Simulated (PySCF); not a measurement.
Structure with atom numbers: `[F:1][C:2]([F:3])([F:4])[P:5]1[CH2:6][CH2:7][CH2:8]1`. Hydrogens are named by the atom that carries them.

PySCF calculation with shielding tensors at B3LYP/pcSseg-1 (GIAO) and geometry: PBE0-D3(BJ)/def2-SVP; rapidly exchanging positions averaged, isolated molecule, single conformer, relativity neglected.

δ = σ(ref) − σ, references computed at the same level: 13C, 1H against TMS; CFCl3 for 19F; 31P vs H3PO4.

| atoms | nucleus | count | δ (ppm) |
| --- | --- | --- | --- |
| C7 | 13C | 1 | ? |
| F1/F3/F4 | 19F | 3 | -75.5 |
| C6/C8 | 13C | 2 | 20.2 |
| P5 | 31P | 1 | 39.6 |
| H(C7) | 1H | 2 | ? |
| C2 | 13C | 1 | 144.3 |
| H(C6)/H(C8) | 1H | 4 | 2.05 |

Estimate the values marked ?.

Answers


- C7: 30.8 ppm, sp3 CH2 in a ring; aliphatic region, no heteroatom directly attached
- H(C7): 3.06 ppm, hydrogen on an sp3 CH2 in a ring

Shifts are as computed. Against solution values, carbons near 30 ppm lie about +2 ppm off and those near 130 ppm about +6 ppm. Of 1211 compounds with measured shifts, 218 miss one by over three times the rms of a fit or turn the order of signals round; such compounds aren't used in these exercises. Unscaled 19F shifts against computed CFCl3 carry errors that often reach 10 to 50 ppm. Experimental scales use liquid or dissolved standards, which lie at an offset from isolated H3PO4.
